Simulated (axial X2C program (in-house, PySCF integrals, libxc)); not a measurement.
**Estimating the spin–orbit splitting of the π levels of AlBr**

Calculated with an axial X2C code built on PySCF integrals. Spin-free means the one-electron spin-free X2C Hamiltonian; two-component (2c) means X2C with spin–orbit coupling and atomic mean-field two-electron Coulomb and Gaunt terms, so the difference of the two also holds small scalar two-electron terms. Basis: Br dyall-cv3z [8s9p6d4f1g], Al dyall-v3z [8s8p2d1f] (cores contracted in-house); Gaussian nuclei, density fitting, unrestricted open shells. Masses: Br 78.918 u, Al 26.982 u.

Hartree–Fock at 2.321 Å, closed shell. Valence p splittings ε(p3/2) − ε(p1/2) of spherical Dirac–Hartree–Fock atoms with fractionally filled p shells: Br 4p 0.555 eV.

| filled π level (eV), spin-free | Al p share | Br p share |
| --- | --- | --- |
| -11.32 | 0.05 | 0.89 |

Question: In first order a p shell splits by 3ζ/2 and a π orbital by ζ. Estimate the splitting of each π level from the shares.

Answer: level -11.32 eV: (2/3) × (0.89 × 0.555) = 0.33 eV.

The two-component Hartree–Fock calculation gives:

```tsv
ε(ω = 1/2) (eV)	σ share of it	ε(ω = 3/2) (eV)	splitting (eV)	estimate (eV)
-11.490	0.01	-11.137	0.35	0.33
```

The estimate leaves out the mixing of π1/2 with σ1/2 levels, which pushes the ω = 1/2 spinor up or down, the d and f parts of the orbital, small shares of the strongly split outer-core p shell of a metal, the Gaunt term (absent from the atomic values), and the change of the atomic p orbitals with charge; Löwdin shares depend on the basis.
